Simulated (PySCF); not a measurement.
# Dipole response of P⁺ (phosphorus, charge +1)

[Ne] 3s1 3p3, high-spin 5S determinant (an excited configuration). All numbers are calculated (PySCF 2.14, no relativity, point nucleus, in aug-cc-pwCVQZ (10s9p7d5f3g, 134 functions)). Coupled (time-dependent) response in atomic units; α is the mean over directions.

| method | mean α (bohr³) | C₆ (like pair) | S(−4) |
| --- | --- | --- | --- |
| revPBE | 13.35 | 65.99 | 59.34 |

S(−4) is the Cauchy moment in α(ω) = α(0) + S(−4) ω² + …

α(iu) at revPBE:

| u (hartree) | α(iu) (bohr³) |
| --- | --- |
| 0 | 13.35 |
| 0.0500 | 13.21 |
| 0.100 | 12.79 |
| 0.200 | 11.36 |
| 0.300 | 9.611 |
| 0.500 | 6.514 |
| 0.750 | 4.073 |
| 1.00 | 2.719 |
| 1.50 | 1.449 |
| 2.00 | 0.9130 |
| 3.00 | 0.4805 |
| 5.00 | 0.2221 |

For an ion, C₆ is the dispersion term alone; charge-induced terms of lower order in 1/R come first.
